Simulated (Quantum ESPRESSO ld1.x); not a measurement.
Question: These are the eigenvalues of the occupied orbitals of an atom or ion with whole-number occupations (eV). Method: scalar-relativistic Kohn-Sham, LDA (Slater exchange, Perdew-Zunger correlation), spin-polarised, spherical densities, point nucleus; computed with ld1.x of Quantum ESPRESSO 7.5.

1s up: -398.571
1s down: -397.135
2s up: -33.4708
2s down: -30.0685
2p up: -22.0538

Which element is it, and in what charge state? The configuration may be excited. Open shells, if any, are filled with parallel spins first.

Answer: Z = 7, nitrogen, charge +1: N+ in [He] 2s2 2p2. The list shows which subshells hold electrons but not how many an open one holds; the 1s level, -14.647 hartree, gives Z - s = 5.4 by -(Z - s)^2/2, which with screening and relativity narrows Z to a few neighbours, and the depths of the outer levels then fix element, charge and occupations together.
